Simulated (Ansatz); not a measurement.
C2H5S (SMILES CC[S]), doublet, at a GFN2-xTB geometry. Base run: CAM-B3LYP/6-31G in Ansatz (a quantum-chemistry and plane-wave program).

Ansatz was given this input:
Ansatz 0.2 input:
```yaml
crystal:
  periodic: [false, false, false]
  atoms:
    - {symbol: C, position_ang: [1.48255365, 0.65932309, -0.01655837]}
    - {symbol: C, position_ang: [-0.03154429, 0.78395239, 0.00248490]}
    - {symbol: S, position_ang: [-0.84471660, -0.82371473, 0.00823708]}
    - {symbol: H, position_ang: [-0.37104627, 1.31200621, 0.89543533]}
    - {symbol: H, position_ang: [-0.39297317, 1.31674827, -0.87896880]}
    - {symbol: H, position_ang: [1.93395512, 1.64948226, -0.01949031]}
    - {symbol: H, position_ang: [1.83064329, 0.11841436, 0.86042594]}
    - {symbol: H, position_ang: [1.80883038, 0.12313177, -0.90475459]}
basis:
  gaussian:
    orbitals: 6-31G
hamiltonian:
  xc: cam_b3lyp
magnetization: {spin_polarized: true, initial_magnetization: 1}
```

Variants of this job, named by their change:

```csv
change,ΔE vs base (µEh)
base,0.0
lower_state_search = off,0.0
lower_state_search = light,0.0
forces = on,0.0
"final_grid = 6, 12, 29",1.3
lower_state_search = full,0.0
"final_grid = 10, 20, 41",-0.1
"final_grid = 14, 28, 59",0.0
fitting.mean_field = def2-universal-JKFIT,-35.0
"point_charge = charge:0.5 position_ang:5.1301, -1.7245, -0.8499",-192
fitting.mean_field = cc-pVTZ-JKFIT,-26.9
```
